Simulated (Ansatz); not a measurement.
Species: C$_{2}$H$_{6}$FSi, charge 0, multiplicity 2. It need not be the lowest isomer of its formula. SMILES: [CH2][SiH](C)F
Coordinates optimised at B3LYP-D3(BJ)/def2-TZVP (Ansatz, an electronic-structure program):
```xyz
10

Si    -0.0338     0.0128    -0.3497
C      1.4818    -0.9661    -0.0131
C     -1.4939    -0.5981     0.6290
F      0.2623     1.5495     0.0404
H     -0.3515     0.0176    -1.7993
H      2.4785    -0.5430    -0.0731
H      1.4548    -2.0243     0.2244
H     -2.3810     0.0025     0.4196
H     -1.7188    -1.6345     0.3643
H     -1.2961    -0.5574     1.7016
```
Charge 0, spin multiplicity 2.

Property: atomisation energy (electronic, to ground-state atoms), in kcal/mol. Valence correlation only, unless marked. Open shells are spin-unrestricted. No spin-orbit coupling. No relativistic terms. The coupled-cluster limit lacks core correlation, which all-electron functionals hold. Basis-set limits of correlation are two-point, X^-3; Hartree-Fock from the larger set. [CCSD(T)-MP2]/basis is that difference in the basis named.

```tsv
level	program	atomisation energy (kcal/mol)
SVWN5/def2-TZVPD	Ansatz	?
PBE-D4/def2-TZVPD	Ansatz + dftd4	892.6
revPBE-D3(BJ)/def2-TZVPD	Ansatz + dftd3	872.4
revPBE-D4/def2-TZVPD	Ansatz + dftd4	874.5
PBE0/6-31G*	Ansatz	?
CAM-B3LYP/def2-TZVPD	Ansatz	886.6
B2GP-PLYP-D4/def2-TZVPD	Ansatz + dftd4	874.8
B2PLYP/def2-TZVPD	Ansatz	874.1
SCS-MP2/6-31G*	Ansatz	806.2
CCSD/cc-pV(D+d)Z	Ansatz	808.2
RI-MP2/CBS(cc-pV(T+d)Z,cc-pV(Q+d)Z)+[CCSD(T)-MP2]/cc-pV(T+d)Z	Ansatz	887.1
```

Problem. What belongs in the gaps?

Solution. 
- SVWN5/def2-TZVPD, atomisation energy (kcal/mol): 991.3
- PBE0/6-31G*, atomisation energy (kcal/mol): 876.7
